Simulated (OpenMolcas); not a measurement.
## S4+: effect of the basis set

```yaml
Program: OpenMolcas 26.06
Method: "SS-RASPT2, IPEA 0.25 Eh, imaginary shift 0.1 Eh (closed shells correlated: 2s 2p)"
Active_space: 2 electrons in 9 orbitals (RAS2 3s 3p; RAS3 3d, at most 2 electrons)
State_averaging: 2S+1 = 3 even, 3 roots; 2S+1 = 1 even, 7 roots; 2S+1 = 3 odd, 3 roots; 2S+1 = 1 odd, 3 roots
Spin-orbit_coupling: RASSI with atomic mean-field integrals over the reference wave functions, term energies averaged over their components
```

A. ANO-RCC-VTZP [5s4p2d1f], DKH2, point nucleus; CASPT2 step roughly 6 core-seconds
B. ANO-R2 [5s4p3d1f], X2C, finite nucleus; CASPT2 step roughly 6 core-seconds
C. ANO-RCC-VQZP [6s5p3d2f1g], DKH2, point nucleus; CASPT2 step about 6 core-seconds
D. ANO-RCC [8s7p5d4f2g], DKH2, point nucleus; CASPT2 step roughly 23 core-seconds

Energies in cm-1 above 3s2 1S0, the measured ground level; measured values from NIST levels in Podobedova, Kelleher and Wiese, J. Phys. Chem. Ref. Data 38, 171 (2009); Martin, Zalubas and Musgrove, J. Phys. Chem. Ref. Data 19, 821 (1990).

| Level | A | B | C | D | Measured |
| --- | --- | --- | --- | --- | --- |
| 3s2 1S0 | 0.0 | 0.0 | 0.0 | 0.0 | 0.0 |
| 3s 3p 3P* 0 | 82204 | 82896 | 82414 | 83079 | 83024 |
| 3s 3p 3P* 1 | 82532 | 83221 | 82741 | 83412 | 83394 |
| 3s 3p 3P* 2 | 83201 | 83885 | 83409 | 84092 | 84155 |
| 3s 3p 1P* 1 | 128633 | 126876 | 128304 | 127551 | 127151 |
| 3p2 1D2 | 194480 | 193603 | 194730 | 194430 | 193739 |
| 3p2 3P0 | 200074 | 199980 | 200285 | 200520 | 199967 |
| 3p2 3P1 | 200420 | 200329 | 200631 | 200876 | 200371 |
| 3p2 3P2 | 201096 | 201003 | 201306 | 201566 | 201146 |

Deviations, from unrounded energies. A percentage is the sum of absolute deviations over the sum of measured energies, with the sign that they share, or ± where signs differ.

```json
{"Against measurement": "mean absolute deviation (cm-1)", "Levels": "8", "A": "630", "B": "150", "C": "610", "D": "340"}
{"Against measurement": "other configurations (%)", "Levels": "8", "A": "±0.4", "B": "±0.1", "C": "±0.4", "D": "±0.2"}
```

B lies closest to measurement on these levels and A furthest from it. The largest miss of B in the table is 3s 3p 1P* 1, by -270 cm-1. The ranking rests on the paired levels alone, and a cruder setting can come out closer through cancelling errors.

Among A to D the level of the table that moves most is 3s 3p 1P* 1, by 1800 cm-1 (lowest in B, highest in A).

Active for correlation alone: 3d; no level in the range computed is led by a configuration that fills it, so any true level of that kind is missing. Some terms mix strongly with configurations of 3d, whose occupation reaches 0.23 (3p2 1D) (figures for A; the like holds for B, C, D). Computed and measured levels are paired by configuration, term and J; levels that our copy of the source lacks, or whose pairing is in doubt (as where it misses far off the trend of its configuration), stay unpaired and out of the deviations. Levels of configurations outside the active space are missing. Levels that lie high or do not pair safely by name in every column are left out.

* marks odd parity.
